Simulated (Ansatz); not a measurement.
```xyz
9

C    -0.7277   -2.6283   -1.2782
C    -0.7443   -1.5128   -0.8034
Si   -0.7145    0.1446   -0.0316
C     1.0093    0.5984    0.4507
F    -1.2657    1.1891   -1.1068
H    -1.6562    0.1417    1.1100
H     1.0346    1.5956    0.8962
H     1.3949   -0.1161    1.1822
H     1.6695    0.5878   -0.4192
```

Total charge 0; spin multiplicity 2.

(1) List the B3LYP/def2-TZVPP orbital energies in eV (Ansatz). (An estimate is asked.)

## Answers

(1) The calculation gave: α occupied: -1800.30, -671.50, -278.86, -277.23, -276.83, -144.69, -100.06, -100.01, -99.96, -32.47, -21.25, -19.68, -15.70, -13.47, -12.63, -12.28, -11.60, -11.54, -11.26, -10.08, -9.57, -8.78, -8.55. α empty: -0.96, -0.58, 1.03, 1.62, 1.80, 2.33, 2.65, 2.68. β occupied: -1800.29, -671.50, -278.30, -277.21, -276.83, -144.69, -100.06, -100.00, -99.96, -32.47, -20.66, -19.65, -15.56, -13.31, -12.62, -12.27, -11.58, -11.46, -10.43, -9.54, -8.43, -8.22. β empty: -5.49, -0.56, -0.12, 1.07, 1.74, 1.82, 2.35, 2.66. ⟨S²⟩ = 0.772.

B3LYP here is the variant with VWN-RPA as its local correlation; programs differ in this.
